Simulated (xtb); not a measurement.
xtb input (GFN1-xTB):

```bash
xtb mol.xyz --gfn 1 --opt tight --chrg 0 --uhf 0
```
mol.xyz:
```
8

F     -1.36357580     0.85510713    -0.91813833
C     -0.85668976    -0.02225283    -0.02148783
F     -1.40133981     0.28436771     1.17851895
F     -1.32293401    -1.24565825    -0.36291365
Ge     1.15959233     0.03012084     0.02908535
H      1.60906276    -0.99721213     1.07167858
H      1.56164456     1.45382360     0.42387871
H      1.65312333    -0.33131068    -1.37456410
```

Output:

```
           -------------------------------------------------
          |                Calculation Setup                |
           -------------------------------------------------

           -------------------------------------------------
          |                 G F N 1 - x T B                 |
           -------------------------------------------------

        Reference                      10.1021/acs.jctc.7b00118
      * Hamiltonian:
        H0-scaling (s, p, d)           1.850000    2.250000    2.000000
        zeta-weighting                 0.000000
      * Dispersion:
        s8                             2.400000
        a1                             0.630000
        a2                             5.000000
        s9                             0.000000
      * Repulsion:
        kExp                           1.500000
        rExp                           1.000000
      * Coulomb:
        alpha                          2.000000
        third order                    atomic
        anisotropic                    false
      * Halogen bond correction:
        rad-scale                      1.300000
        damping                        0.440000

          ...................................................
          :                      SETUP                      :
          :.................................................:
          :  # basis functions                  32          :
          :  # atomic orbitals                  31          :
          :  # shells                           17          :
          :  # electrons                        32          :
          :  # halogen bonds                     0          :
          :  max. iterations                   250          :
          :  Hamiltonian                  GFN1-xTB          :
          :  restarted?                      false          :
          :  GBSA solvation                  false          :
          :  PC potential                    false          :
          :  electronic temp.          300.0000000     K    :
          :  accuracy                    1.0000000          :
          :  -> integral cutoff          0.2500000E+02      :
          :  -> integral neglect         0.1000000E-07      :
          :  -> SCF convergence          0.1000000E-05 Eh   :
          :  -> wf. convergence          0.2000000E-04 e    :
          :  Broyden damping             0.4000000          :
          :  net charge                          0          :
          :  unpaired electrons                  0          :
          ...................................................

 iter      E             dE          RMSdq      gap      omega  full diag
   1    -20.7294699 -0.207295E+02  0.534E+00    5.86       0.0  T
   2    -20.8665676 -0.137098E+00  0.287E+00    5.39       1.0  T
   3    -20.8721975 -0.562993E-02  0.149E+00    5.63       1.0  T
   4    -20.8729396 -0.742073E-03  0.160E-01    5.66       1.0  T
   5    -20.8730596 -0.120011E-03  0.375E-02    5.60       1.0  T
   6    -20.8730698 -0.101740E-04  0.159E-02    5.63       2.2  T
   7    -20.8730719 -0.208053E-05  0.748E-03    5.62       4.7  T
[...]

         #    Occupation            Energy/Eh            Energy/eV
      -------------------------------------------------------------
         1        2.0000           -0.9116654             -24.8077
       ...           ...                  ...                  ...
         4        2.0000           -0.7182606             -19.5449
         5        2.0000           -0.6872554             -18.7012
         6        2.0000           -0.6489011             -17.6575
         7        2.0000           -0.6489011             -17.6575
         8        2.0000           -0.6303917             -17.1538
         9        2.0000           -0.5886127             -16.0170
        10        2.0000           -0.5886127             -16.0170
        11        2.0000           -0.5703258             -15.5194
        12        2.0000           -0.5703258             -15.5194
        13        2.0000           -0.5677297             -15.4487
        14        2.0000           -0.5120021             -13.9323
        15        2.0000           -0.5120021             -13.9323
        16        2.0000           -0.4830851             -13.1454 (HOMO)
        17                         -0.2782189              -7.5707 (LUMO)
        18                         -0.2782189              -7.5707
        19                         -0.2395618              -6.5188
        20                         -0.2193756              -5.9695
        21                         -0.2193756              -5.9695
        22                         -0.1127911              -3.0692
        23                         -0.1127911              -3.0692
        24                         -0.1032664              -2.8100
        25                         -0.0646188              -1.7584
        26                          0.0164608               0.4479
        27                          0.0178452               0.4856
       ...                                ...                  ...
        31                          0.4345922              11.8259
      -------------------------------------------------------------
                  HL-Gap            0.2048662 Eh            5.5747 eV
             Fermi-level           -0.3806520 Eh          -10.3581 eV

  Mulliken/CM5 charges         n(s)   n(p)   n(d)
     1F    -0.22704 -0.24685   1.804  5.423  0.000
     2C     0.54997  0.61420   1.091  2.359  0.000
     3F    -0.22704 -0.24685   1.804  5.423  0.000
     4F    -0.22704 -0.24685   1.804  5.423  0.000
     5Ge    0.19186 -0.01334   1.450  2.052  0.306
     6H    -0.02024  0.04656   1.020  0.000  0.000
     7H    -0.02024  0.04656   1.020  0.000  0.000
     8H    -0.02024  0.04656   1.020  0.000  0.000

Wiberg/Mayer (AO) data.
largest (>0.10) Wiberg bond orders for each atom

 ---------------------------------------------------------------------------
     #   Z sym  total        # sym  WBO       # sym  WBO       # sym  WBO
 ---------------------------------------------------------------------------
     1   9 F    1.135 --     2 C    0.925     5 Ge   0.123
     2   6 C    3.615 --     1 F    0.925     3 F    0.925     4 F    0.925
                             5 Ge   0.758
     3   9 F    1.135 --     2 C    0.925     5 Ge   0.123
     4   9 F    1.135 --     2 C    0.925     5 Ge   0.123
     5  32 Ge   3.841 --     6 H    0.905     8 H    0.905     7 H    0.905
                             2 C    0.758     4 F    0.123     3 F    0.123
                             1 F    0.123
     6   1 H    0.995 --     5 Ge   0.905
     7   1 H    0.995 --     5 Ge   0.905
     8   1 H    0.995 --     5 Ge   0.905
 ---------------------------------------------------------------------------

Topologies differ in total number of bonds
Writing topology from bond orders to xtbtopo.mol

 dipole moment from electron density (au)
     X       Y       Z
   0.9449   0.0245   0.0237  total (Debye):    2.403

           -------------------------------------------------
          |                Geometry Summary                 |
           -------------------------------------------------

      molecular mass/u    :      144.6573178
   center of mass at/Å    :        0.0041207       0.0001070       0.0001034
  moments of inertia/u·Å² :        0.9371479E+02   0.2637448E+03   0.2637448E+03
rotational constants/cm⁻¹ :        0.1798823E+00   0.6391645E-01   0.6391645E-01

 * 7 selected distances

     #   Z          #   Z                                           value/Å
     1   9 F        2   6 C                                       1.3404583 (min)
     2   6 C        3   9 F                                       1.3404583
     2   6 C        4   9 F                                       1.3404583
     2   6 C        5  32 Ge                                      1.9943834 (max)
     5  32 Ge       6   1 H                                       1.4919907
     5  32 Ge       7   1 H                                       1.4919907
     5  32 Ge       8   1 H                                       1.4919907

 * 3 distinct bonds (by element types)

   Z      Z             #   av. dist./Å        max./Å        min./Å
   6 C    9 F           3     1.3404583     1.3404583     1.3404583
   1 H   32 Ge          3     1.4919907     1.4919907     1.4919907
   6 C   32 Ge          1     1.9943834     1.9943834     1.9943834

optimized geometry written to: xtbopt.xyz

           -------------------------------------------------
          | TOTAL ENERGY              -20.830822656411 Eh   |
          | GRADIENT NORM               0.000202931662 Eh/α |
          | HOMO-LUMO GAP               5.574693332818 eV   |
           -------------------------------------------------

------------------------------------------------------------------------
------------------------------------------------------------------------
 total:
Note: The following floating-point exceptions are signalling: IEEE_DENORMAL
normal termination of xtb
 SCF:
 ANC optimizer:
```
